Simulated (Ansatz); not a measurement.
Total energies of In5P4Cl3, a halide-capped cluster cut from zinc blende InP (3 Cl on the cations) from Ansatz at revPBE-D4/def2-TZVP, gas phase (1 Eh = 27.2114 eV = 2625.5 kJ/mol). The reference geometry is relaxed at PBE-D4/def2-SVP.

```csv
atom,x (Å),y (Å),z (Å)
In1,-1.408,1.341,-1.121
In2,1.864,1.184,0.505
In3,-0.859,-1.175,1.701
In4,-1.440,-1.866,-1.642
In5,1.764,-1.966,-0.362
P6,-0.585,1.293,1.323
P7,-2.294,-0.106,-2.972
P8,3.536,-0.400,-0.486
P9,-0.345,-3.256,0.152
Cl10,-1.313,3.644,-1.736
Cl11,2.792,3.342,0.895
Cl12,-1.712,-2.035,3.743
```

```
                 state   geometry  energy (Eh)
      charge 0 singlet  reference  -3696.94087
      charge 1 doublet  reference  -3696.66294
     charge -1 doublet  reference  -3697.03020
free In atom (doublet)          –   -190.17062
 free P atom (quartet)          –   -341.20088
free Cl atom (doublet)          –   -460.06615
```

In the def2 sets In takes a core potential; there is no spin–orbit coupling. Single mean-field runs in def2-TZVP are fitted with def2-universal-jkfit.

(1) Work out the vertical ionisation energy to the doublet.

(2) Work out the vertical electron affinity, to the doublet.

(3) Give the fundamental gap IE − EA, the Mulliken electronegativity (IE + EA)/2 and the hardness (IE − EA)/2.

(4) What is the binding energy per atom against free atoms?

(1) E(charge 1 doublet) − E(charge 0 singlet) = -3696.66294 − (-3696.94087) = 0.27793 Eh = 7.56 eV. For comparison, −ε of the highest occupied level is 5.77 eV at this level, 1.79 eV less.

(2) E(charge 0 singlet) − E(charge -1 doublet) = -3696.94087 − (-3697.03020) = 0.08933 Eh = 2.43 eV. The basis lacks diffuse functions, which makes affinities too small.

(3) From the values in Eh: IE − EA = 0.27793 − 0.08933 = 0.18860 Eh = 5.13 eV; (IE + EA)/2 = 5.00 eV; (IE − EA)/2 = 2.57 eV. The HOMO–LUMO gap of the same run is 1.74 eV, 3.39 eV smaller than the fundamental gap.

(4) Atoms: 5 × (-190.17062) + 4 × (-341.20088) + 3 × (-460.06615) = -3695.85507 Eh. Binding: -3695.85507 − (-3696.94087) = 1.08580 Eh = 29.55 eV, or 2.46 eV for each of 12 atoms (no zero-point energy, no counterpoise term).

At revPBE-D4/def2-TZVP the gap within one spin of the charge -1 doublet nearly closes, so an electron or hole may be smeared out by delocalisation error.
